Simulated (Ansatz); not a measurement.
CH5AlFNO can be A, `[NH2][AlH][O]CF`, or B, `N[CH](F)[AlH][OH]`.

Isolated molecules relaxed with PBE0-D4/def2-TZVP in Ansatz; ΔE leaves out vibrations. CCSD(T)/CBS is the MP2 limit (def2-TZVPP, def2-QZVPP) plus CCSD(T) − MP2 in def2-TZVPP, frozen cores. Functionals use def2-TZVPP. B3LYP here is the variant with VWN-RPA as its local correlation; programs differ in this. Each species was taken in one conformer, which may not be the lowest.

Question: Which is lower in electronic energy at CCSD(T)/CBS, and by how much? (Best estimate.)

Answer: Ansatz gave: A, by 112.4 kJ/mol.

Question: Give E(B) − E(A) in kJ/mol with CCSD/def2-TZVPP, ωB97M-V, r2SCAN-D4, B3LYP-D4, B2PLYP, PBE0-D4, HF/def2-TZVPP. (Estimate.)

Answer: Ansatz gave: CCSD/def2-TZVPP 118.6, ωB97M-V 110.4, r2SCAN-D4 113.4, B3LYP-D4 111.4, B2PLYP 114.4, PBE0-D4 106.7, HF/def2-TZVPP 135.3. None reverses the order clearly.

Largest T1 diagnostic: 0.013.

From PBE to PBE0 (25 % exact exchange), in def2-TZVPP and without D4, E(B) − E(A) moves by +9.0 kJ/mol. In def2-TZVPP, CCSD(T) changes the Hartree–Fock value by −19.5 kJ/mol (the triples alone add −2.8 kJ/mol) and MP2 by −19.0 kJ/mol.
